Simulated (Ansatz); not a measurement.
`C=CCCCCCCCCC[Si](Cl)(Cl)Cl`. Total charge 0; singlet. Geometry PBE-D4/def2-SVP, basis def2-TZVP, Ansatz.

```tsv
run	HOMO (eV)	LUMO (eV)
A	-7.36	-0.08
B	-9.71	2.17
C	-6.44	-0.72
D	-7.49	0.14
E	-6.25	-1.09
```

Single mean-field runs in def2-TZVP are fitted with def2-universal-jkfit.

Problem. The runs used PBE, PBE0, r2SCAN, r2SCAN0, ωB97X-V. Estimate which is which.

Solution. A PBE0 (25 % exact exchange); B ωB97X-V (range-separated); C r2SCAN (0 % exact exchange); D r2SCAN0 (25 % exact exchange); E PBE (0 % exact exchange). Exact exchange lowers occupied and raises empty levels; among semilocal functionals meta-GGAs tend to open the gap a little, and such runs are hard to tell apart. The gap grows from 5.16 eV (PBE) to 11.88 eV (ωB97X-V).
